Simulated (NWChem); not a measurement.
Species: CH3AlF2S; SMILES [Al]([F])([F])[S]C

```xyz
8

Al     0.0001     0.8244     0.0000
F      0.9520     2.1699    -0.0004
F     -1.6427     1.0131     0.0002
S      0.8510    -1.1629     0.0004
C     -0.6981    -2.1929     0.0005
H     -1.5958    -1.5735     0.0015
H     -0.6882    -2.8221     0.8920
H     -0.6893    -2.8208    -0.8921
```
Atoms are numbered in this order, from 1.

Results from NWChem. Pople sets run with spherical d functions. Geometry: optimised at B3LYP/6-31G* (spherical d). Atomic charges in e: unrestrained fits to the electrostatic potential beside Mulliken populations; buried atoms are poorly determined by the fit.

### Question
Predict the results for Hartree-Fock/6-31G*. Quantities: ESP Al1; Mulliken Al1; ESP F2; Mulliken F2; ESP F3; Mulliken F3; ESP S4; Mulliken S4; ESP C5; Mulliken C5; relative RMS misfit of the potential (%).

### Answer
```json
{
 "ESP Al1": "1.25",
 "Mulliken Al1": "1.40",
 "ESP F2": "-0.48",
 "Mulliken F2": "-0.59",
 "ESP F3": "-0.47",
 "Mulliken F3": "-0.60",
 "ESP S4": "-0.50",
 "Mulliken S4": "-0.19",
 "ESP C5": "0.12",
 "Mulliken C5": "-0.67",
 "relative RMS misfit of the potential (%)": "28"
}
```
